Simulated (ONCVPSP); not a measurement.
Hardness and transferability of assorted potentials

Generated with ld1.x 7.5 (TM, RRKJ, ultrasoft, PAW), atompaw 4.2 or ONCVPSP 4.0.1. The cutoff is in Ry: for ld1.x and atompaw files where the sum of valence levels is converged to 10 mRy in a Bessel basis, for ONCV files where the hardest occupied wave has 1 mHa per electron of residual kinetic energy. The error is the largest all-electron minus pseudo excitation energy over each file’s own four to seven test configurations (ionisations up to +4, promotions, holes and added fractions of an electron), all of which were solved. The labels leave out finer settings (local radius, basis sizes, second energies), which also bear on the numbers. Spin-polarised tests are not counted. The rows are a selection from randomly drawn settings: files with unsolved tests, undetermined cutoffs or missed reference levels are left out.

```tsv
element	potential	cutoff (Ry)	largest error (meV)	bound ghosts
F	ONCV, PBEsol, non-relativistic, rc 0.75/0.95/0.80 (spd), local s, core correction yes, reference 2s2 2p4.5, qcut 9.7/18.5/11, projectors 0/2/2	172	+71	none
P	ONCV, LDA (Perdew-Zunger), scalar-relativistic, rc 0.85/0.95 (sp), local smoothed, core correction yes, reference 2s2 2p6 3s2 3p3, qcut 15.6/16.3, projectors 2/2	216	+9.1	none
P	ONCV, PBEsol, fully relativistic, rc 0.95/0.70/0.70 (spd), local d, core correction yes, reference 2s2 2p6 3s2 3p3, qcut 11.4/22.4/14, projectors 2/2/0	345	+11	none
V	ONCV, LDA (Perdew-Wang 92), scalar-relativistic, rc 1.30/1.25/1.90 (spd), local smoothed, core correction no, reference 3s2 3p6 3d3 4s1, qcut 7.9/12.7/7.4, projectors 2/2/1	49	+659	none
Fe	ONCV, PBE, fully relativistic, rc 1.45/1.30/1.05 (spd), local smoothed, core correction yes, reference 3s2 3p6 3d6 4s1 4p1, qcut 9.9/9.5/12.7, projectors 2/2/1	149	+1.4	none
Sr	ONCV, PBE, scalar-relativistic, rc 2.35/2.10/2.30 (spd), local smoothed, core correction yes, reference 4s2 4p6 5s1 5p1, qcut 6/6/4.3, projectors 2/3/3	20	-1.9	none
Nb	ONCV, LDA (Perdew-Zunger), scalar-relativistic, rc 1.90/1.40/2.45 (spd), local smoothed, core correction yes, reference 4s2 4p6 4d3 5s2, qcut 5.3/5.8/7, projectors 3/1/1	152	-61	none
```

**Question.** Fill in the row for I: ONCV, PBE, scalar-relativistic, rc 1.30/1.05/1.30 (spd), local smoothed, core correction yes, reference 4s2 4p6 4d10 5s1.75 5p5.25, qcut 9.9/14.3/11.9, projectors 3/3/2.

**Answer.** cutoff 137 Ry, largest error -5.4 meV, bound ghosts: none.
